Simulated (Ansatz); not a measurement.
Frontier orbitals of C2H4SZn, SMILES `[CH3][Zn][CH]=S`.

Cartesian coordinates in Å:
```
C 0.5117 0.8008 -1.4242
Zn -0.2438 -0.0392 0.1442
C -0.8245 -0.9497 1.7625
S 0.3872 -1.7085 2.5282
H 0.6745 1.8673 -1.2519
H -0.1548 0.6940 -2.2831
H 1.4723 0.3478 -1.6794
H -1.8226 -1.0127 2.2038
```

The species carries charge 0 and has multiplicity 1. For Zn the d shell is correlated and the shells below it are frozen. Scalar relativity is left out up to krypton. The geometry is a stationary point of PBE0-D4/def2-TZVP. It is one conformer, not always the lowest. Basis def2-TZVPP, Ansatz 0.2.0.

| functional | HOMO (eV) | LUMO (eV) | gap (eV) |
| --- | --- | --- | --- |
| PBE | -4.83 | -3.44 | 1.39 |
| PBE0 | -5.93 | -2.47 | 3.46 |
| r2SCANh | -5.42 | -2.97 | 2.45 |
| BHLYP | -6.93 | -1.39 | 5.54 |
| LC-ωPBE | -8.57 | -0.21 | 8.36 |
| ωB97M-V | -8.06 | -0.34 | 7.72 |

Against PBE, PBE0 changes HOMO and LUMO by −1.10 and +0.97 eV, ωB97M-V by −3.23 and +3.10 eV. A gap of 1.39 eV thus becomes 7.72 eV for the same molecule, so an orbital gap means little without its functional.

LC-ωPBE has ω = 0.4 bohr⁻¹.
